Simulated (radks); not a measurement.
Effect of the nuclear size on the mercury ion Hg+, [Xe] 4f14 5d10 6s1. Method: Dirac Kohn-Sham, relativistic LDA (MacDonald-Vosko exchange, VWN5 correlation), spin-unpolarised, spherical densities, finite nucleus; Fermi nuclear charge, rms radius 5.4648 fm; computed with a radial shooting solver on a logarithmic mesh with Libxc functionals. The rms radius is varied about that value; shifts are against it.

rms radius (fm)	total energy shift (eV)	density at nucleus (e/bohr^3)	1s1/2 shift (meV)	2s1/2 shift (meV)	5s1/2 shift (meV)	6s1/2 shift (meV)	6p1/2 (empty) shift (meV)	7s1/2 (empty) shift (meV)
4.8527	-22.4	2.402e+06	-8900	-1330	-15.5	-1.52	0.140	-0.150
5.1041	-13.4	2.353e+06	-5320	-793	-9.26	-0.908	0.084	-0.090
5.4648	0	2.288e+06	0.000	0.000	0.000	0.000	0.000	0.000
5.7326	10.3	2.243e+06	4090	610	7.12	0.698	-0.064	0.069
6.8255	55.2	2.088e+06	21900	3270	38.2	3.74	-0.344	0.370

Slopes of the eigenvalues against <r^2> in GHz/fm^2, as finite differences over the two radii next to the reference (eigenvalue slopes, not the field-shift constants of lines): 1s1/2 334000, 2s1/2 49800, 5s1/2 582, 6s1/2 57.0, 6p1/2 (empty) -5.25, 7s1/2 (empty) 5.63.
